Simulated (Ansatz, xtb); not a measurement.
## Two isomers of ClFGeH4Si

Structure a is `F[SiH2][GeH2][Cl]`, a singlet and structure b is `[F][Ge@H]([SiH3])[Cl]`, a singlet. Both are isolated molecules in the gas phase, relaxed with BLYP-D3(BJ)/def2-SVP; the shapes shown needn't be the lowest conformers.

a (Å):

```xyz
8

Cl    1.6031   -1.3395    2.7112
F     1.7852   -2.9046   -1.0754
Ge    1.1615   -0.2719    0.8249
Si    0.4729   -1.9741   -0.7337
H    -0.5850   -2.8323   -0.1135
H    -0.0241   -1.3687   -2.0134
H     2.4592    0.4776    0.4122
H     0.0384    0.7599    1.1377
```

b (Å):

```xyz
8

Cl   -0.4218   -0.6830   -0.4686
F     2.3629    0.4223    0.6190
Ge    1.0346    0.9638   -0.4177
Si   -0.0489    2.8292    0.6555
H     1.6447    1.0915   -1.8434
H     0.9101    3.9733    0.7846
H    -1.2189    3.2278   -0.1907
H    -0.5070    2.3681    2.0026
```

Quicker runs give these differences E(b) − E(a): GFN2-xTB +24.7 kJ/mol; HF/STO-3G +40.9 kJ/mol (at GFN2-xTB geometries); r2SCAN-D4/def2-SVP +36.3 kJ/mol (at GFN2-xTB geometries).

Question: Estimate E(b) − E(a) at the level CCSD(T)/def2-SVP + ΔMP2/def2-TZVPP.

Answer: Calculated at CCSD(T)/def2-SVP + ΔMP2/def2-TZVPP: E(b) − E(a) = +51.5 kJ/mol, so structure a lies lower.

The same difference at several levels:

```json
{"level": "GFN2-xTB", "geometry": "GFN2-xTB", "E(b) − E(a) (kJ/mol)": "+24.7", "departure from the last row (kJ/mol)": "−26.8", "job, with rough time for the two": "optimisation, 0.2 s"}
{"level": "HF/STO-3G", "geometry": "GFN2-xTB", "E(b) − E(a) (kJ/mol)": "+40.9", "departure from the last row (kJ/mol)": "−10.6", "job, with rough time for the two": "single point, 0.46 s"}
{"level": "r2SCAN-D4/def2-SVP", "geometry": "GFN2-xTB", "E(b) − E(a) (kJ/mol)": "+36.3", "departure from the last row (kJ/mol)": "−15.1", "job, with rough time for the two": "single point, 2.5 s"}
{"level": "BLYP-D3(BJ)/def2-SVP", "geometry": "BLYP-D3(BJ)/def2-SVP", "E(b) − E(a) (kJ/mol)": "+33.2", "departure from the last row (kJ/mol)": "−18.3", "job, with rough time for the two": "optimisation, 21 s"}
{"level": "HF/def2-SVP", "geometry": "BLYP-D3(BJ)/def2-SVP", "E(b) − E(a) (kJ/mol)": "+44.8", "departure from the last row (kJ/mol)": "−6.6", "job, with rough time for the two": "part of the CCSD(T) run"}
{"level": "MP2/def2-SVP", "geometry": "BLYP-D3(BJ)/def2-SVP", "E(b) − E(a) (kJ/mol)": "+38.4", "departure from the last row (kJ/mol)": "−13.1", "job, with rough time for the two": "part of the CCSD(T) run"}
{"level": "CCSD(T)/def2-SVP", "geometry": "BLYP-D3(BJ)/def2-SVP", "E(b) − E(a) (kJ/mol)": "+37.2", "departure from the last row (kJ/mol)": "−14.3", "job, with rough time for the two": "single point"}
{"level": "CCSD(T)/def2-SVP + ΔMP2/def2-TZVPP", "geometry": "BLYP-D3(BJ)/def2-SVP", "E(b) − E(a) (kJ/mol)": "+51.5", "departure from the last row (kJ/mol)": "", "job, with rough time for the two": "single point, 18 s"}
```

As drawn, b has 1 F–Ge, 1 Si–H in place of 1 F–Si, 1 Ge–H.

The levels shown agree on the order. The largest departure from CCSD(T)/def2-SVP + ΔMP2/def2-TZVPP is that of GFN2-xTB, 26.8 kJ/mol. The last row adds to CCSD(T) the change of the MP2 difference between the two basis sets, here +14.3 kJ/mol, a large step that makes the value less sure.

With harmonic frequencies from BLYP-D3(BJ)/def2-SVP (ideal gas, rigid rotor, one conformer each, 298.15 K, 1 atm): on the last row, ΔE + ΔZPE = +49.7 kJ/mol. A mode under 50 cm⁻¹ makes harmonic enthalpies and free energies unreliable, so none is given.

The correlated steps freeze 20 core orbitals; the filled d shell of Ge is correlated, in a basis made for valence electrons. Codes used: Ansatz 0.2.0, xtb 6.7.1; the last row on 2 threads of Intel(R) Xeon(R) Platinum 8375C CPU @ 2.90GHz (Ice Lake) on a shared host.
